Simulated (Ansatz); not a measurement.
Input for Ansatz (a first-principles code): R-PBE0/def2-TZVPP on C2H6BF (SMILES CCBF).

Ansatz 0.2 input:
```yaml
crystal:
  periodic: [false, false, false]
  atoms:
    - {symbol: C, position_ang: [-1.15938986, 0.40093918, -0.10397602]}
    - {symbol: C, position_ang: [0.06302255, -0.33653226, 0.44969770]}
    - {symbol: B, position_ang: [1.39146788, -0.14930609, -0.34530384]}
    - {symbol: F, position_ang: [2.49175486, -0.77416257, 0.07258531]}
    - {symbol: H, position_ang: [-0.98871972, 1.47880082, -0.13760821]}
    - {symbol: H, position_ang: [-1.38785956, 0.07842680, -1.12173633]}
    - {symbol: H, position_ang: [-2.04791074, 0.22617129, 0.50487055]}
    - {symbol: H, position_ang: [0.25793046, -0.03685098, 1.48863557]}
    - {symbol: H, position_ang: [-0.13271705, -1.41520142, 0.51872320]}
    - {symbol: H, position_ang: [1.51242119, 0.52771522, -1.32588793]}
basis:
  gaussian:
    orbitals: def2-TZVPP
hamiltonian:
  xc: {name: PBE0}
scf: {lower_state_search: off}
```

It printed:

```
WARN ansatz: RAYON_NUM_THREADS=1 ignored (pool sized by the plan → 1); use --threads N
Functional definition: PBE0
these checks for a lower state are left out or cut short: stability, starts, cluster_reference, orbital_swaps, neighbouring_geometries, increment
integrals: 0.09 GiB planned
1039 factors; their error is unknown
mean field: 0.96 GiB planned
mean field evaluation 1: about -5555.2646 eV, gradient 5.8e1 eV
mean field evaluation 2: about -5552.8754 eV, gradient 6.5e1 eV
mean field evaluation 4: about -5562.5180 eV, gradient 2.0e0 eV
mean field evaluation 8: about -5562.5253 eV, gradient 5.3e-2 eV
mean field evaluation 16: about -5562.5253 eV, gradient 5.5e-6 eV
mean field -5562.52527170 eV, -204.4190333199 hartree, gradient 5.5e-6 eV, S^2 0.000000; 0 other end points of the search recorded, 0 dependent functions left out
reference -5562.52530303 eV, -204.4190344715 hartree; 16, 16 occupied and 192, 192 virtual orbitals, 1039 factors
Total energy: -5562.52530303 eV, -204.4190344715 hartree
Checks for a lower state left out: stability, starts, cluster_reference, orbital_swaps, neighbouring_geometries, increment
```

The run converged.

Cost: roughly 1.6 core-seconds.
